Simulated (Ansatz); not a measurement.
BMe2(CH2SiH3) (C₃H₁₁BSi), relaxed as a singlet with RKS PBE0-D4/def2-SVP in Ansatz, starting from the GFN2-xTB geometry. Force threshold 0.02 eV/Å.

Start:

```
atom    x (Å)    y (Å)    z (Å)
  B1   0.6186   0.1807   0.1663
  C2   0.9622  -0.2829   1.6388
  H3   1.1927   0.5331   2.3202
  H4   1.8270  -0.9478   1.6311
  H5   0.1474  -0.8608   2.0733
  C6   0.8382   1.6868  -0.2545
  H7   0.5063   1.9183  -1.2642
  H8   1.8943   1.9494  -0.1906
  H9   0.3242   2.3635   0.4273
 C10   0.0352  -0.8513  -0.8473
Si11  -1.8742  -0.7935  -0.8015
 H12   0.3255  -0.6441  -1.8777
 H13   0.3246  -1.8794  -0.6271
 H14  -2.3675  -1.0981   0.5453
 H15  -2.3641   0.5273  -1.2041
 H16  -2.3905  -1.8014  -1.7352
```

| step | energy (eV) | largest force component (eV/Å) | SCF passes |
| --- | --- | --- | --- |
| 1 | -11831.4809 | 0.984 | 14 |
| 2 | -11831.5437 | 0.315 | 19 |
| 3 | -11831.5498 | 0.038 | 19 |
| 4 | -11831.5503 | 0.022 | 13 |
| 5 | -11831.5506 | 0.126 | 18 |
| 6 | -11831.5507 | 0.121 | 19 |
| 7 (rejected) | -11831.5476 | 0.303 | 17 |
| 8 (rejected) | -11831.5497 | 0.093 | 18 |
| 9 | -11831.5517 | 0.018 | 18 |
| 10 (rejected) | -11831.5514 | 0.177 | 17 |
| 11 | -11831.5523 | 0.023 | 18 |
| 12 | -11831.5526 | 0.064 | 18 |
| 13 | -11831.5528 | 0.050 | 12 |
| 14 | -11831.5532 | 0.032 | 18 |
| 15 | -11831.5534 | 0.049 | 18 |
| 16 | -11831.5535 | 0.066 | 18 |
| 17 | -11831.5537 | 0.051 | 12 |
| 18 | -11831.5540 | 0.025 | 18 |
| 19 | -11831.5542 | 0.089 | 17 |
| 20 | -11831.5546 | 0.042 | 13 |
| 21 | -11831.5548 | 0.018 | 19 |
| 22 | -11831.5550 | 0.079 | 17 |
| 23 | -11831.5552 | 0.023 | 13 |
| 24 | -11831.5554 | 0.019 | 19 |
| 25 | -11831.5554 | 0.015 | 18 |

Force components are those of the run's own axes.

End:

Cartesian coordinates in Å:
```
B 0.6288 0.1499 0.1565
C 0.9886 -0.2981 1.6223
H 0.9860 0.5179 2.3612
H 2.0314 -0.6704 1.5753
H 0.3828 -1.1371 1.9991
C 0.8531 1.6472 -0.2763
H 0.8046 1.8374 -1.3590
H 1.7983 2.0531 0.1221
H 0.0569 2.2512 0.2012
C 0.0114 -0.8861 -0.8405
Si -1.8713 -0.7385 -0.7839
H 0.2893 -0.6967 -1.8913
H 0.2373 -1.9346 -0.5823
H -2.3834 -0.9950 0.5984
H -2.3101 0.6310 -1.1957
H -2.5035 -1.7312 -1.7072
```

By distances, no bond broke or formed. The bond that changes most is Si11–H15, from 1.47 to 1.50 Å (atoms count from 1).

The force fell under the threshold at step 9, but the optimiser went on and released 0.004 eV more. No frequencies were taken in this run, so the end may be a saddle point.

Hardware: 2 threads of AMD EPYC 7R13 on a shared host. Wall time 64 s.
